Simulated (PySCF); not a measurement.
# Multinuclear NMR of C$_{3}$FN$_{3}$O

Geometry:
| atom | x (Å) | y (Å) | z (Å) |
| --- | --- | --- | --- |
| N1 | 3.116 | -0.116 | 0.230 |
| C2 | 1.974 | -0.152 | 0.267 |
| C3 | 0.565 | -0.197 | 0.314 |
| N4 | -0.189 | -1.240 | 0.132 |
| N5 | -1.459 | -0.844 | 0.262 |
| C6 | -1.414 | 0.419 | 0.517 |
| F7 | -2.410 | 1.223 | 0.720 |
| O8 | -0.174 | 0.917 | 0.569 |

All values are calculated (PySCF 2.14): B3LYP/pcJ-1 coupling constants, GFN2-xTB structure, NMR shieldings at PBE0/pcSseg-1/GIAO. No relativistic terms, in vacuum, one conformer.

(1) Predict the $^{19}$F NMR data.

(2) Where does $^{15}$N resonate?

(3) Where does $^{17}$O resonate?

## Answers

(1) 
```csv
atoms,environment,σ (ppm),δ (ppm)
F7,aryl fluorine,282.6,-109.0
```

Shieldings were converted by a linear fit to measured shifts: $^{19}$F: δ = 146.13 − 0.903σ +14.6 on sp3 carbon (rms 6.0 ppm, 223 shifts, 7.0 ppm with the 5 outliers that the fit left out vs CFCl3, solution or neat liquid). Occasional misses reach two or three times the rms, and more in compound classes unlike the fitted ones. Couplings are scaled by factors fitted to measured values: $^{1}J$(C,F) × 0.77 (rms 8.7 Hz), $^{3}J$(C,F) × 1.46 (rms 1.5 Hz); all others are unscaled and can be 10–30 % off.

Couplings (the largest are listed; each averaged over equivalent pairs): $^{1}J$(C6,F7) = -282.9 Hz, $^{2}J$(N5,F7) = -19.6 Hz, $^{2}J$(F7,O8) = -1.8 Hz, $^{3}J$(N4,F7) = 8.9 Hz, $^{3}J$(C3,F7) = 2.4 Hz.

On a 400 MHz spectrometer $^{19}$F resonates near 376.4 MHz, so 1 ppm is 376.4 Hz.

(2) 
| atoms | environment | σ (ppm) | δ (ppm) |
| --- | --- | --- | --- |
| N4 | pyridine-type nitrogen of an azole | -126.7 | -31.4 |
| N1 | nitrile nitrogen | -71.2 | -82.4 |
| N5 | pyridine-type nitrogen of an azole | -42.8 | -108.7 |

Shieldings were converted by a linear fit to measured shifts: $^{15}$N (scatter 6.3 ppm rms vs CH3NO2, solution or neat liquid). A few per cent of atoms miss by over 2 rms, more outside the fitted compound classes. Couplings are scaled by factors fitted to measured values: $^{1}J$(C,F) × 0.77 (rms 8.7 Hz), $^{3}J$(C,F) × 1.46 (rms 1.5 Hz); all others are unscaled and can be 10–30 % off.

Couplings (the largest are listed; each averaged over equivalent pairs): $^{1}J$(N1,C2) = -23.5 Hz, $^{1}J$(N4,N5) = -23.2 Hz, $^{1}J$(N5,C6) = 7.4 Hz, $^{1}J$(C3,N4) = 2.6 Hz, $^{2}J$(N5,F7) = -19.6 Hz, $^{2}J$(C2,N4) = -8.4 Hz, $^{2}J$(N4,C6) = 5.7 Hz, $^{2}J$(N5,O8) = -4.4 Hz, $^{2}J$(N4,O8) = -2.8 Hz, $^{2}J$(N1,C3) = 2.8 Hz, $^{2}J$(C3,N5) = -1.3 Hz, $^{3}J$(N4,F7) = 8.9 Hz. Signs are for $^{15}$N, whose magnetogyric ratio is negative.

On a 500 MHz spectrometer $^{15}$N resonates near 50.7 MHz, so 1 ppm is 50.7 Hz.

(3) 
```json
{"atoms": "O8", "environment": "aromatic ring oxygen", "σ (ppm)": "18.9", "δ (ppm)": "249.5"}
```

Shieldings were converted by a linear fit to measured shifts: $^{17}$O: δ = 266.70 − 0.911σ (rms 10.7 ppm, 155 shifts, 12.2 ppm with the 3 outliers that the fit left out vs liquid water, solution or neat liquid). A few per cent of atoms miss by over 2 rms, more outside the fitted compound classes. Couplings are scaled by factors fitted to measured values: $^{1}J$(C,F) × 0.77 (rms 8.7 Hz), $^{3}J$(C,F) × 1.46 (rms 1.5 Hz); all others are unscaled and can be 10–30 % off.

Couplings (the largest are listed; each averaged over equivalent pairs; quadrupolar broadening usually hides them): $^{1}J$(C3,O8) = 23.6 Hz, $^{1}J$(C6,O8) = 22.6 Hz, $^{2}J$(C2,O8) = -15.4 Hz, $^{2}J$(N5,O8) = -4.4 Hz, $^{2}J$(N4,O8) = -2.8 Hz, $^{2}J$(F7,O8) = -1.8 Hz.

On a 300 MHz spectrometer $^{17}$O resonates near 40.7 MHz, so 1 ppm is 40.7 Hz.
